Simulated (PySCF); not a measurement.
Compound: C5H6F2.
Atom-mapped SMILES: `[CH3:1][C@H:2]1[CH:3]=[CH:4][C:5]1([F:6])[F:7]` (hydrogens: H8, H9, H10 on C1; H11 on C2; H12 on C3; H13 on C4)

Computed with PBE0-D3(BJ)/def2-SVP geometry optimisation, gas phase (PySCF).

Some entries are withheld. Bonds in one row agree within 0.01 Å.

```tsv
coordinate	value
C1–C2	1.514 Å
C2–C3	?
C3=C4	?
C4–C5	1.503 Å
C5–F6	1.352 Å
C5–F7	?
C2–C5	1.556 Å
C1–H8, C1–H9, C1–H10	1.100 Å
C2–H11	1.104 Å
C3–H12	1.093 Å
C4–H13	1.092 Å
C1–C2–C3	?
C1–C2–C5	117.2°
C3–C2–C5	83.7°
C2–C3–C4	95.9°
C3–C4–C5	92.2°
C4–C5–F6	?
C4–C5–F7	116.3°
F6–C5–F7	?
C2–C5–C4	88.2°
C2–C5–F6	114.6°
C2–C5–F7	115.3°
```

**Question.** Fill in the missing values.

**Answer.** 
- C2–C3 = 1.521 Å, drawn single (allylic carbon to alkene CH carbon); 0.03 Å above the sum of covalent radii, 1.49 Å.
- C3=C4 = 1.341 Å, drawn double (both ends alkene CH carbon); 0.12 Å below the sum of covalent radii, 1.46 Å.
- C5–F7 = 1.350 Å, drawn single (CF2 carbon to fluorine of a CF2 group); 0.02 Å above the sum of covalent radii, 1.33 Å.
- C1–C2–C3 = 118.5°, at the allylic carbon; the outer atoms are 2.608 Å apart.
- C4–C5–F6 = 115.7°, at the CF2 carbon; the outer atoms are 2.419 Å apart.
- F6–C5–F7 = 106.4°, at the CF2 carbon; the outer atoms are 2.164 Å apart.

Radii are Cordero's, carbon taken as 0.76, 0.73 or 0.69 Å for four, three, and two or fewer neighbours.

PBE0-D3(BJ)/def2-SVP frequencies: not computed here.
